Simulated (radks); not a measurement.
The numbers below are computed, except where a source is named.
Ir+, 76 electrons, occupied as [Kr] 4d10 4f14 5s2 5p5.75 5d7 6s1 6d0.25 (fractional occupations, a model configuration).

Level of theory: scalar-relativistic Kohn-Sham, r2SCAN, spin-polarised, spherical densities, finite nucleus; open shells are filled with parallel spins first (spin-orbit coupling, left out, can overturn this in heavy ions); meta-GGA in the generalised Kohn-Sham scheme; Fermi nuclear charge, rms radius 5.4032 fm (a radial shooting solver on a logarithmic mesh with Libxc functionals).

Energy parts (hartree):
total: -17825.2541
kinetic: 19810.1827
electron-nucleus: -44196.4424
Hartree: 6907.3628
exchange-correlation: -346.3573

Orbitals (lengths in bohr, moments of r in powers of bohr; <r^-3> diverges for s and p1/2; r(90%) holds 90 % of the orbital's charge):
| orbital | occ. | eigenvalue (hartree) | r(90%) | <r^-3> |
|---|---|---|---|---|
| 1s up | 1 | -2800.659 | 0.0318 | - |
| 1s down | 1 | -2800.657 | 0.0318 | - |
| 2s up | 1 | -491.2835 | 0.114 | - |
| 2s down | 1 | -491.2722 | 0.114 | - |
| 2p up | 3 | -426.8144 | 0.108 | 23050 |
| 2p down | 3 | -426.8048 | 0.108 | 23050 |
| 3s up | 1 | -115.6049 | 0.279 | - |
| 3s down | 1 | -115.6028 | 0.279 | - |
| 3p up | 3 | -96.66758 | 0.286 | 5234 |
| 3p down | 3 | -96.66433 | 0.286 | 5234 |
| 3d up | 5 | -75.76985 | 0.269 | 657.1 |
| 3d down | 5 | -75.76230 | 0.269 | 657.1 |
| 4s up | 1 | -25.21071 | 0.607 | - |
| 4s down | 1 | -25.19918 | 0.607 | - |
| 4p up | 3 | -18.97198 | 0.653 | 1237 |
| 4p down | 3 | -18.96155 | 0.653 | 1236 |
| 4d up | 5 | -11.26747 | 0.715 | 135.0 |
| 4d down | 5 | -11.25490 | 0.714 | 135.0 |
| 4f up | 7 | -2.72181 | 0.870 | 24.92 |
| 4f down | 7 | -2.70267 | 0.864 | 25.03 |
| 5s up | 1 | -4.10718 | 1.41 | - |
| 5s down | 1 | -4.02737 | 1.40 | - |
| 5p up | 3 | -2.50042 | 1.65 | 194.8 |
| 5p down | 2.75 | -2.40290 | 1.64 | 199.4 |
| 5d up | 5 | -0.68951 | 2.52 | 11.52 |
| 5d down | 2 | -0.57074 | 2.55 | 11.74 |
| 6s up | 1 | -0.58604 | 3.75 | - |
| 6s down | 0 | -0.47274 | 3.99 | - |
| 6d up | 0.25 | -0.10695 | 10.8 | 0.3512 |

The highest occupied level is 6d up at -2.910 eV. The configuration is held as typed, so some empty levels lie below it. Spin moment in Bohr magnetons: 4.5.
